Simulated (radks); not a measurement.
The numbers below are computed, except where a source is named.
The nuclear charge of the tin ion Sn+ is varied continuously with 49 electrons held in [Kr] 4d10 5s2 5p1. Code: a radial shooting solver on a logarithmic mesh with Libxc functionals. Model: scalar-relativistic Kohn-Sham, r2SCAN, spin-unpolarised, spherical densities, finite nucleus; meta-GGA in the generalised Kohn-Sham scheme; Fermi nuclear charge, rms radius 4.6519 fm. By the Hellmann-Feynman theorem dE/dZ = E(electron-nucleus)/Z, the electronic potential at the nucleus (averaged over a nucleus of fixed radius). The scalar-relativistic energy here is not variational (the density holds large components alone), so the two differ by a part that grows with Z.

Z     E (hartree)  E(electron-nucleus)/Z (hartree)  HOMO  e(HOMO) (eV)  <r> HOMO (bohr)
49.5  -6028.92569                         -294.365    5p        -6.053            3.171
49.6  -6058.49999                         -295.187    5p        -6.844            3.101
49.7  -6088.15717                         -296.009    5p        -7.658            3.037
49.8  -6117.89722                         -296.830    5p        -8.494            2.977
49.9  -6147.72015                         -297.652    5p        -9.351            2.921
50    -6177.62597                         -298.474    5p       -10.229            2.869
50.1  -6207.61468                         -299.295    5p       -11.126            2.821
50.2  -6237.68629                         -300.117    5p       -12.043            2.774
50.3  -6267.84082                         -300.939    5p       -12.980            2.731
50.4  -6298.07826                         -301.761    5p       -13.935            2.690
50.5  -6328.39865                         -302.583    5p       -14.908            2.650
50.6  -6358.80200                         -303.405    5p       -15.899            2.613
50.7  -6389.28832                         -304.227    5p       -16.908            2.577
50.8  -6419.85764                         -305.050    5p       -17.935            2.543
50.9  -6450.50997                         -305.872    5p       -18.979            2.510
51    -6481.24533                         -306.695    5p       -20.039            2.479

The central difference of E at Z = 50 is -299.473 hartree, to compare with the third column; the second derivative is -8.29 hartree.
